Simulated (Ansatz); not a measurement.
Total energies of GaGeH6NO.

```json
{"atom": "N1", "x (Å)": "-0.0354", "y (Å)": "0.3975", "z (Å)": "-1.0936"}
{"atom": "Ge2", "x (Å)": "1.0071", "y (Å)": "0.4394", "z (Å)": "0.4892"}
{"atom": "Ga3", "x (Å)": "-1.9595", "y (Å)": "-0.9368", "z (Å)": "-0.9301"}
{"atom": "O4", "x (Å)": "-1.3083", "y (Å)": "-1.1105", "z (Å)": "0.8080"}
{"atom": "H5", "x (Å)": "0.5173", "y (Å)": "0.0654", "z (Å)": "-1.8784"}
{"atom": "H6", "x (Å)": "-0.3329", "y (Å)": "1.3348", "z (Å)": "-1.3487"}
{"atom": "H7", "x (Å)": "0.1979", "y (Å)": "1.1151", "z (Å)": "1.5905"}
{"atom": "H8", "x (Å)": "2.2343", "y (Å)": "1.3266", "z (Å)": "0.1559"}
{"atom": "H9", "x (Å)": "1.4910", "y (Å)": "-0.9744", "z (Å)": "0.7926"}
{"atom": "H10", "x (Å)": "-1.8114", "y (Å)": "-1.6571", "z (Å)": "1.4146"}
```

Charge 0, multiplicity 1. Correlated methods include outer-core shells of Ga, Ge, which these sets cover unevenly. Scalar relativity is left out up to krypton. The bonds changed during the relaxation, so this is another structure than the one it started from. The structure was optimised at the PBE0-D4/def2-TZVP level. It is one conformer, not always the lowest. Basis def2-TZVPP, Ansatz 0.2.0.

RPA on PBE orbitals: Hartree–Fock energy of these orbitals -4131.44076 Eh, correlation -1.49623 Eh (frozen core).

```tsv
functional	energy without D4 (Eh)	D4 term (kJ/mol)
BLYP	-4135.64118	-50.6
r2SCAN	-4135.45846	-5.3
```

(1) Give the same for LDA (SPW92), PBE, revPBE, B97M-V, PBE0, B3LYP, r2SCANh, r2SCAN0, HSE06 (plane-wave form), BHLYP, CAM-B3LYP, LC-ωPBE, ωB97X-V, ωB97M-V, B2PLYP, PBE-QIDH. (An estimate is asked.)

B3LYP takes the VWN-RPA correlation (the form of Gaussian; ORCA's B3LYP/G). HSE06 is the plane-wave form, built on full-range PBE exchange. The double hybrids freeze the cores in their second-order part.

Results:

(1) Ansatz gave: 
```json
{"functional": "LDA (SPW92)", "energy without D4 (Eh)": "-4128.33766", "D4 term (kJ/mol)": "–"}
{"functional": "PBE", "energy without D4 (Eh)": "-4134.78744", "D4 term (kJ/mol)": "-23.3"}
{"functional": "revPBE", "energy without D4 (Eh)": "-4135.20210", "D4 term (kJ/mol)": "-64.4"}
{"functional": "B97M-V", "energy without D4 (Eh)": "-4134.75891", "D4 term (kJ/mol)": "–"}
{"functional": "PBE0", "energy without D4 (Eh)": "-4134.88249", "D4 term (kJ/mol)": "-19.7"}
{"functional": "B3LYP", "energy without D4 (Eh)": "-4135.65444", "D4 term (kJ/mol)": "-38.0"}
{"functional": "r2SCANh", "energy without D4 (Eh)": "-4135.43088", "D4 term (kJ/mol)": "-5.8"}
{"functional": "r2SCAN0", "energy without D4 (Eh)": "-4135.39158", "D4 term (kJ/mol)": "-6.5"}
{"functional": "HSE06 (plane-wave form)", "energy without D4 (Eh)": "-4134.87574", "D4 term (kJ/mol)": "-18.6"}
{"functional": "BHLYP", "energy without D4 (Eh)": "-4135.42943", "D4 term (kJ/mol)": "-31.9"}
{"functional": "CAM-B3LYP", "energy without D4 (Eh)": "-4135.74010", "D4 term (kJ/mol)": "-20.3"}
{"functional": "LC-ωPBE", "energy without D4 (Eh)": "-4134.94257", "D4 term (kJ/mol)": "–"}
{"functional": "ωB97X-V", "energy without D4 (Eh)": "-4135.13464", "D4 term (kJ/mol)": "–"}
{"functional": "ωB97M-V", "energy without D4 (Eh)": "-4135.27493", "D4 term (kJ/mol)": "–"}
{"functional": "B2PLYP", "energy without D4 (Eh)": "-4134.72215", "D4 term (kJ/mol)": "–"}
{"functional": "PBE-QIDH", "energy without D4 (Eh)": "-4134.20075", "D4 term (kJ/mol)": "–"}
```

LC-ωPBE has ω = 0.4 bohr⁻¹.
